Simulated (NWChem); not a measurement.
H$_{5}$BN (+1)

SMILES: B[NH3+]
```xyz
7

B      0.9082     0.1008     0.0078
N     -0.6241    -0.0739    -0.0216
H      1.5447    -0.8917     0.1987
H      1.3037     1.2202    -0.1246
H     -0.9802     0.0898     0.9368
H     -0.9344    -1.0201    -0.2819
H     -1.1060     0.6148    -0.6166
```
Charge +1, spin multiplicity 1.

Everything below was run with NWChem. All single points use one geometry, from PBE0/def2-SVP, a minimum by its harmonic frequencies.

Symmetry labels belong to the abelian group C1 used in the runs, with the axes of the coordinates shown.

The structure started from a generated list of species.

Q: List the lowest 4 singlet excitations that CIS/def2-SVPD gives, with oscillator strengths.

A: 
```json
[
 {"state": "1", "symmetry": "a", "energy (eV)": "6.92", "wavelength (nm)": "179", "f": "0.000"},
 {"state": "2", "symmetry": "a", "energy (eV)": "9.34", "wavelength (nm)": "133", "f": "0.075"},
 {"state": "3", "symmetry": "a", "energy (eV)": "11.36", "wavelength (nm)": "109", "f": "0.039"},
 {"state": "4", "symmetry": "a", "energy (eV)": "13.15", "wavelength (nm)": "94", "f": "0.288"}
]
```
